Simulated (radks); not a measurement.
Coulomb parameter of the 3d shell of the copper ion Cu+ in the model configuration [Ar] 3d9 4s1, as a second difference U = [E(n + 1) + E(n - 1) - 2 E(n)] / (1)^2 with all orbitals relaxed. "Bare": the charge of the atom changes with n. "Screened": the 4s shell takes up the change at fixed total charge, which measures U(3d,3d) + U(4s,4s) - 2 U(3d,4s). Method: scalar-relativistic Kohn-Sham, r2SCAN, spin-unpolarised, spherical densities, finite nucleus; meta-GGA in the generalised Kohn-Sham scheme; Fermi nuclear charge, rms radius 3.8823 fm; computed with a radial shooting solver on a logarithmic mesh with Libxc functionals.

[
 {"case": "start", "configuration": "[Ar] 3d9 4s1", "E - E(n) (eV)": "0.000"},
 {"case": "bare +1", "configuration": "[Ar] 3d10 4s1", "E - E(n) (eV)": "-11.755"},
 {"case": "bare -1", "configuration": "[Ar] 3d8 4s1", "E - E(n) (eV)": "27.711"},
 {"case": "screened +1", "configuration": "[Ar] 3d10", "E - E(n) (eV)": "-3.945"},
 {"case": "screened -1", "configuration": "[Ar] 3d8 4s2", "E - E(n) (eV)": "7.649"}
]

U(bare) = 15.956 eV, U(screened by 4s) = 3.705 eV, against the Slater integral F0(3d,3d) = 27.278 eV with frozen orbitals.
